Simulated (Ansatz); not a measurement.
Computed with Ansatz on PBE0-D4/def2-TZVP structures; ΔE is electronic, products minus reactants. CCSD(T)/CBS is the MP2 limit (def2-TZVPP, def2-QZVPP) plus CCSD(T) − MP2 in def2-TZVPP, frozen cores. This one scheme is used for every species. Functionals use def2-TZVPP. For Ge outer-core shells are correlated without core-valence functions, which leaves a few kJ/mol of doubt a bond. Scalar relativity is left out up to krypton. Each species was taken in one conformer, which may not be the lowest.

Reaction (cleavage of the Si–Si bond): `[SiH3][SiH2][GeH3]` + `[NH2][AlH2]` → `[AlH2][NH][SiH2][GeH3]` + SiH₄

`[SiH3][SiH2][GeH3]`:

Cartesian coordinates in Å:
```
Si -0.249 1.367 -1.396
Si 0.898 -0.323 -0.260
Ge -0.400 -1.120 1.569
H 0.544 1.880 -2.546
H -0.529 2.494 -0.467
H -1.544 0.839 -1.905
H 2.196 0.200 0.249
H 1.184 -1.453 -1.189
H -1.741 -1.677 1.064
H -0.694 0.028 2.550
H 0.335 -2.235 2.331
```

`[NH2][AlH2]`:

Z-matrix (Å, degrees):
```
N
Al 1 1.766
H 1 1.007 2 124.9
H 1 1.007 2 124.9 3 180.0
H 2 1.583 1 117.9 3 -180.0
H 2 1.583 1 117.9 3 0.0
```

`[AlH2][NH][SiH2][GeH3]`:

```xyz
12

Al    1.166    1.060    2.133
N     0.852   -0.170    0.880
Si   -0.655   -0.664    0.189
Ge   -0.740   -0.251   -2.157
H     2.674    1.311    2.545
H    -0.075    1.818    2.750
H     1.664   -0.637    0.495
H    -1.725    0.114    0.869
H    -0.922   -2.116    0.410
H     0.429   -0.957   -2.872
H    -0.621    1.255   -2.457
H    -2.049   -0.762   -2.786
```

SiH₄:

Z-matrix (Å, degrees):
```
Si
H 1 1.485
H 1 1.485 2 109.5
H 1 1.485 2 109.5 3 -120.0
H 1 1.485 2 109.5 3 120.0
```

```csv
level,ΔE (kcal/mol)
r2SCAN-D4,-8.4
revPBE,-4.9
```

Problem. What does CCSD(T)/CBS give? (Best estimate.)

Solution. The calculation gave: -10.0 kcal/mol. The listed levels differ from it by 1.6, 5.1 kcal/mol.

Largest T1 diagnostic among the species: 0.013.

From PBE to PBE0 (25 % exact exchange), in def2-TZVPP and without D4, ΔE moves by −1.2 kcal/mol. In def2-TZVPP, CCSD(T) changes the Hartree–Fock value by +3.1 kcal/mol (the triples alone add +0.3 kcal/mol) and MP2 by +1.6 kcal/mol.
